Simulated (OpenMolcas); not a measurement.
**Ce3+: ligand-field states by method**

Ce3+ with 6 ligands (fluoride) in tetragonal octahedral coordination (D4h) at 2.43 Å, the axial distance 2.284 Å. A charge of +0.5 e stands 2.4 Å behind each ligand. Ligand basis ANO-RCC-VDZP.
```
Ce    0.0000    0.0000    0.0000
F     2.4300    0.0000    0.0000
F     0.0000    2.4300    0.0000
F    -2.4300    0.0000    0.0000
F     0.0000   -2.4300    0.0000
F     0.0000    0.0000    2.2842
F     0.0000    0.0000   -2.2842
```

```json
{"Program": "OpenMolcas", "Basis": "ANO-RCC-VDZP [7s6p4d2f1g]", "Scalar Hamiltonian": "DKH2, point nucleus", "Active space": "1 electron in 7 orbitals (4f)", "State averaging": "2S+1 = 2 odd, 7 roots", "Spin-orbit coupling": "state interaction with AMFI integrals over the reference wave functions"}
```

I. CASSCF
II. SS-CASPT2, IPEA 0.25 Eh, imaginary shift 0.1 Eh (closed shells correlated: 5s 5p and the ligand valence shells)

Spin-free states (labels of D4, the rotations of D4h) in cm-1, each column counted from its own energy of the first state listed:

```csv
State,Degeneracy,I,II
2B1,1,0,0
2B2,1,470,530
2E,2,568,460
2E,2,1388,1370
2A2,1,1878,2080
```

From I to II, I's first state of the same spin (2B2) moves from 470 to 530 cm-1, by about +56 cm-1. In II another state of that kind comes below it.

With spin-orbit coupling the lowest J multiplet is 944 (I), 957 (II) cm-1 wide, a factor of 1.01 from I to II.

χT at 300 K: I 0.47, II 0.47 cm3 K/mol.

Over all roots computed the reference weight is 0.71 in II; a low but even weight reflects the number of correlated electrons. Splittings of an f shell from a small cluster at a set distance can be off by tens of per cent, mostly too small (holds for II). The distance lies 5 % over the 2.32 Å that this model takes as the normal distance (a Shannon-type radius plus a fixed donor radius); by an R⁻⁵ law this alone changes a d-shell field by about -21 %. No measured value stands beside these numbers; the geometry was imposed, not optimised, and the real ion may take another.
